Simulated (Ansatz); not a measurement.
Job for Ansatz (an electronic-structure program): R-wB97X-V/def2-TZVPPD on C2H7ClO (a complex), monomers drawn apart or pushed together. Files ending in .json are basis or fitting sets from the Basis Set Exchange.

Ansatz 0.2 input:
```yaml
crystal:
  periodic: [false, false, false]
  atoms:
    - {symbol: Cl, position_ang: [0.79746474, 0.13762969, -0.34274770]}
    - {symbol: H, position_ang: [0.13752895, -0.23834519, 0.73026546]}
    - {symbol: C, position_ang: [0.48056943, 0.91762680, 4.92239479]}
    - {symbol: C, position_ang: [0.16297195, -0.54631283, 4.68869906]}
    - {symbol: O, position_ang: [-0.82322695, -0.74006128, 3.65998683]}
    - {symbol: H, position_ang: [1.25431608, 1.01883071, 5.68618148]}
    - {symbol: H, position_ang: [-0.40206954, 1.46054698, 5.27142440]}
    - {symbol: H, position_ang: [0.83650676, 1.38723350, 4.00495629]}
    - {symbol: H, position_ang: [1.04265564, -1.08393258, 4.33593978]}
    - {symbol: H, position_ang: [-0.17838322, -1.02909836, 5.60927472]}
    - {symbol: H, position_ang: [-1.61322902, -0.23262613, 3.88035102]}
basis:
  gaussian:
    orbitals: def2-TZVPPD.json
hamiltonian:
  xc: {name: wB97X-V}
scf: {lower_state_search: off}
```

The log:

```
WARN ansatz: RAYON_NUM_THREADS=1 ignored (pool sized by the plan → 1); use --threads N
Functional definition: wB97X-V
these checks for a lower state are left out or cut short: stability, starts, cluster_reference, orbital_swaps, neighbouring_geometries, increment
integrals: 0.28 GiB planned
1272 factors; their error is unknown
integrals: 0.31 GiB planned
386 factors; integrals over basis functions are off by at most 3.5e-5 eV
mean field: 1.68 GiB planned
mean field evaluation 1: about -16752.8612 eV, gradient 4.6e1 eV
mean field evaluation 2: about -16754.1157 eV, gradient 4.2e1 eV
mean field evaluation 4: about -16757.0163 eV, gradient 1.8e0 eV
mean field evaluation 8: about -16757.0319 eV, gradient 8.1e-2 eV
mean field evaluation 16: about -16757.0301 eV, gradient 5.0e-5 eV
mean field -16757.03011399 eV, -615.8094983663 hartree, gradient 3.1e-6 eV, S^2 0.000000; 0 other end points of the search recorded, 0 dependent functions left out
reference -16757.03011066 eV, -615.8094982437 hartree; 22, 22 occupied and 262, 262 virtual orbitals, 1272 factors
Total energy: -16757.03011066 eV, -615.8094982437 hartree
Checks for a lower state left out: stability, starts, cluster_reference, orbital_swaps, neighbouring_geometries, increment
```

Self-consistency was reached.

Cost: about 16 core-seconds (a rough figure).
